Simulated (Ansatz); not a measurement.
Vertical triplet-singlet gap, E(triplet) - E(singlet): 5 cases among boron compounds, in eV, species as SMILES. Set-up: 6-31G* and kin with 6d, 5d where marked; 6-311+G** with 5d, 6d on Na to Ar in Ansatz (a quantum-chemistry and plane-wave program); each state is the SCF solution reached for its charge and spin; UHF or UKS for open shells; non-relativistic; valence correlation only; no spin-orbit coupling; no dispersion term unless named. Basis-set limits of correlation are two-point, X^-3; Hartree-Fock from the larger set. The bracket is a focal-point correction in the basis named. First-principles rows: single points at B3LYP-D3(BJ) geometries (Ansatz). Levels can end on unlike triplets.

Coupled cluster (Ansatz) is a level with limits of its own, used here on species with T1 under 0.025 (0.045 for open shells) and stable references: (a) RI-MP2/CBS(aug-cc-pV(T+d)Z,aug-cc-pV(Q+d)Z)+[CCSD(T)-MP2]/aug-cc-pV(T+d)Z; (b) CCSD(T)/CBS(aug-cc-pV(T+d)Z,aug-cc-pV(Q+d)Z).

```json
[
 {"species": "BN (BNH4)", "atoms": "6", "coupled cluster": "6.52 (a)", "difference of B3LYP/6-31G* (Ansatz)": "-0.01", "difference of HF/6-311+G** (Ansatz)": "-0.99", "difference of B3LYP/STO-3G (Ansatz)": "1.08", "difference of MP2/6-31G* (Ansatz)": "0.21", "difference of wB97M-V/def2-TZVPD (Ansatz)": "0.03", "difference of wB97X-V/def2-TZVPD (Ansatz)": "0.05"},
 {"species": "BB (B2H4)", "atoms": "6", "coupled cluster": "4.58 (a)", "difference of B3LYP/6-31G* (Ansatz)": "-0.14", "difference of HF/6-311+G** (Ansatz)": "-0.20", "difference of B3LYP/STO-3G (Ansatz)": "0.85", "difference of MP2/6-31G* (Ansatz)": "0.07", "difference of wB97M-V/def2-TZVPD (Ansatz)": "-0.03", "difference of wB97X-V/def2-TZVPD (Ansatz)": "0.03"},
 {"species": "C#CB(Cl)Cl [dichloro(ethynyl)borane]", "atoms": "6", "coupled cluster": "4.71 (a)", "difference of B3LYP/6-31G* (Ansatz)": "-0.43", "difference of HF/6-311+G** (Ansatz)": "-1.03", "difference of B3LYP/STO-3G (Ansatz)": "0.16", "difference of MP2/6-31G* (Ansatz)": "0.31", "difference of wB97M-V/def2-TZVPD (Ansatz)": "-0.21", "difference of wB97X-V/def2-TZVPD (Ansatz)": "-0.23"},
 {"species": "B(Cl)(N)Cl", "atoms": "6", "coupled cluster": "6.75 (b)", "difference of B3LYP/6-31G* (Ansatz)": "-0.37", "difference of HF/6-311+G** (Ansatz)": "-0.64", "difference of B3LYP/STO-3G (Ansatz)": "0.13", "difference of MP2/6-31G* (Ansatz)": "0.36", "difference of wB97M-V/def2-TZVPD (Ansatz)": "-0.06", "difference of wB97X-V/def2-TZVPD (Ansatz)": "-0.07"},
 {"species": "OB(NC)O", "atoms": "11", "coupled cluster": "5.87 (a)", "difference of B3LYP/6-31G* (Ansatz)": "0.82", "difference of HF/6-311+G** (Ansatz)": "-0.69", "difference of B3LYP/STO-3G (Ansatz)": "2.49", "difference of MP2/6-31G* (Ansatz)": "1.67", "difference of wB97M-V/def2-TZVPD (Ansatz)": "0.04", "difference of wB97X-V/def2-TZVPD (Ansatz)": "0.12"}
]
```

| level | cases | mean signed difference | mean absolute difference | median absolute difference | largest absolute difference |
|---|---|---|---|---|---|
| B3LYP/6-31G* (Ansatz) | 5 | -0.026 | 0.354 | 0.370 | 0.82 |
| HF/6-311+G** (Ansatz) | 5 | -0.710 | 0.710 | 0.690 | 1.03 |
| B3LYP/STO-3G (Ansatz) | 5 | 0.942 | 0.942 | 0.850 | 2.49 |
| MP2/6-31G* (Ansatz) | 5 | 0.524 | 0.524 | 0.310 | 1.67 |
| wB97M-V/def2-TZVPD (Ansatz) | 5 | -0.046 | 0.074 | 0.040 | 0.21 |
| wB97X-V/def2-TZVPD (Ansatz) | 5 | -0.020 | 0.100 | 0.070 | 0.23 |

B3LYP/6-31G* lies above in 1 of 5 cases and within 0.1 eV in 1; mean signed difference -0.026 eV, mean absolute 0.354 eV. These figures hold for the species listed.

How the rows were picked: cases drawn at random among the computed members of the class with clean coupled-cluster diagnostics. The batch they came from held 19 cases of this property in the class: 0 with a tabulated value, 5 with clean coupled cluster alone, 14 with neither, which enter no statistics. The levels are drawn from those run on every case listed, the commonest habits more often. No case is left out for the size of its miss. Left out are saddle points of the reference geometry, anions that the best level run finds unbound, excited spin states, species near biochemistry, 298 K rows of species without real B3LYP wavenumbers, cases with under five habitual levels, runs that failed or that the program found above a lower state of the same kind, table entries that another table contradicts, and a share of species set aside by lot.
